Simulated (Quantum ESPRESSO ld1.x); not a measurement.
Kr23+, 13 electrons, occupied as [Ne] 3s2 3p1. All-electron calculation, non-relativistic Kohn-Sham, LDA (Slater exchange, Perdew-Zunger correlation), spin-polarised, spherical densities, point nucleus; open shells are filled with parallel spins first. Program: ld1.x of Quantum ESPRESSO 7.5.

Unscreened Slater integrals over Kohn-Sham orbitals (eV). They are taken over the spin-up orbitals.

F0(3p,3p): 55.401
F2(3p,3p): 28.004
F0(3p,3s): 54.268
G1(3p,3s): 35.135
F0(3p,2p): 73.305
F2(3p,2p): 18.392
G0(3p,2p): 7.3280
G2(3p,2p): 8.0309
F0(3p,2s): 70.982
G1(3p,2s): 5.8358
F0(3s,3s): 53.348
F0(3s,2p): 69.961
G1(3s,2p): 7.1666
F0(3s,2s): 68.338
G0(3s,2s): 5.6652
F0(2p,2p): 155.65
F2(2p,2p): 74.124
F0(2p,2s): 141.56
G1(2p,2s): 80.158
F0(2s,2s): 132.67

Derived for the open shells (J is the average intra-shell exchange parameter used in DFT+U). 3p: J = F2/5 = 5.601 eV.
